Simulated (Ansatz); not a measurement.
F$_{2}$ ··· ZrCl$_{4}$

The pair of F$_{2}$ (SMILES FF, atoms 1–2) and ZrCl$_{4}$ (SMILES Cl[Zr](Cl)(Cl)Cl, atoms 3–7), both closed shells, in one local arrangement (a lower one may exist), relaxed at PBE0-D4/def2-TZVP:

```
7
angstrom
F 0.7689 0.6499 -2.9884
F -0.6036 0.6634 -3.0763
Cl -1.8211 -0.5971 2.6443
Zr -0.0329 -0.2622 1.2109
Cl -0.1579 1.8679 0.3114
Cl 1.9508 -0.4869 2.3854
Cl -0.1042 -1.8351 -0.4872
```

Computed with Ansatz 0.2.0 (basis: def2-TZVPPD, with def2-QZVPPD for the basis limit); correlated methods freeze the cores. Core potentials replace the inner electrons of the atoms past krypton. B3LYP uses VWN-RPA correlation. Extrapolation: Hartree–Fock as exp(−7.88 √X), correlation as X^−2.97. Interaction energies count from these two fragments, frozen as in the pair, with the counterpoise correction; negative means bound.

Q: What is the interaction energy by CCSD(T) at an estimated basis limit (MP2 extrapolated from triple and quadruple zeta, plus CCSD(T) − MP2 in triple zeta)? (To be estimated.)

A: The calculation gives: -0.71 kcal/mol. Hartree–Fock alone gives 0.62 kcal/mol at the basis limit, so without correlation the pair would not bind at this distance. It counts from the two fragments frozen as in the pair.

The same quantity by other methods in triple zeta, and each one's difference from that estimate:
| method | E_int (kcal/mol) | difference |
| --- | --- | --- |
| PBE-D4 | -0.89 | -0.18 |
| revPBE-D4 | -0.62 | 0.09 |
| BLYP-D4 | -0.47 | 0.24 |
| r2SCAN-D4 | -0.93 | -0.22 |
| B97M-V | -0.77 | -0.06 |
| PBE0-D4 | -0.79 | -0.08 |
| B3LYP-D4 | -0.64 | 0.07 |
| HSE06-D4 | -0.78 | -0.07 |
| wB97X-V | -0.98 | -0.27 |
| wB97M-V | -0.92 | -0.21 |
| B2PLYP | 0.02 | 0.73 |
| HF | 0.61 | 1.32 |
| MP2 | -0.61 | 0.10 |
| CCSD | -0.37 | 0.34 |
| CCSD(T) | -0.56 | 0.15 |
Differences are method less estimate.

T1 diagnostic: at most 0.016. The restricted Hartree–Fock reference is unstable towards an unrestricted one at one or more of these structures.

For scale, one of the runs: CCSD(T)/def2-TZVPPD, 340 basis functions (an equivalent command: `ansatz run in.yaml --threads 2 --backend cuda`). The run took 39 s on 2 CPU threads and a share of one NVIDIA H100 (shared host), with 1.5 GiB of host memory at its peak.
